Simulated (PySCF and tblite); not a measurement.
Values are calculated unless marked as measured or tabulated.
C₁₄H₁₁FOS₂, numbered as in [CH3:1][c:2]1[cH:3][cH:4][c:5](-[c:6]2[cH:7][cH:8][c:9](-[c:10]3[cH:11][c:12]([F:13])[c:14]([CH3:15])[s:16]3)[o:17]2)[s:18]1. Level: PBE0-D3(BJ)/6-31G*//GFN2-xTB, thermal terms from GFN2-xTB, symmetry numbers and mirror pairs counted. Conformers within 3 kcal/mol (GFN2-xTB free energy) were kept, 9 at most. GIAO shieldings: PBE0/6-31G*. Shifts are against TMS (¹H), TMS (¹³C), CFCl3 (¹⁹F) at the same level. Codes: tblite and PySCF.

Torsions listed: S18–C5–C6–O17, O17–C9–C10–S16.

```
conformer       shape  point group  mirror pair  ΔE(DFT)  Δ(G−E) at 400 K  δ H11 (ppm)
        1    180°, 0°           Cs           no     0.00             0.00         6.54
        2  180°, 180°           Cs           no     0.10            -0.01         6.71
        3    0°, 180°           Cs           no     0.10            -0.01         6.75
        4      0°, 0°           Cs           no     0.19            -0.02         6.53
```

Energies in kcal/mol; the thermal term leaves out symmetry numbers and mirror images.

Q: Work out the weights at 400 K and the ¹H shift of H11 under fast exchange.

A: RT = 0.795 kcal/mol. Each conformer gets RT ln(σ/g), with σ the rotational symmetry number and g = 2 for a mirror pair: 1: σ = 1, g = 1, G = 0.00 + 0.00 + 0.00 = 0.00, 0.00 above the lowest, exp(−ΔG/RT) = 1.000; 2: σ = 1, g = 1, G = 0.10 − 0.01 + 0.00 = 0.09, 0.09 above the lowest, exp(−ΔG/RT) = 0.896; 3: σ = 1, g = 1, G = 0.10 − 0.01 + 0.00 = 0.09, 0.09 above the lowest, exp(−ΔG/RT) = 0.895; 4: σ = 1, g = 1, G = 0.19 − 0.02 + 0.00 = 0.17, 0.17 above the lowest, exp(−ΔG/RT) = 0.811. The sum is 3.601, so the weights are 27.8, 24.9, 24.8, 22.5 %. The averaged shift is 6.63 ppm. At 298.15 K it is 6.63 ppm. At 298.15 K the leading conformer alone gives 6.54 ppm and bare DFT energies give 6.63 ppm.


Conformer gaps in 6-31G* on xTB geometries can be 2 kcal/mol off for S=O, P=O and other polar bonds.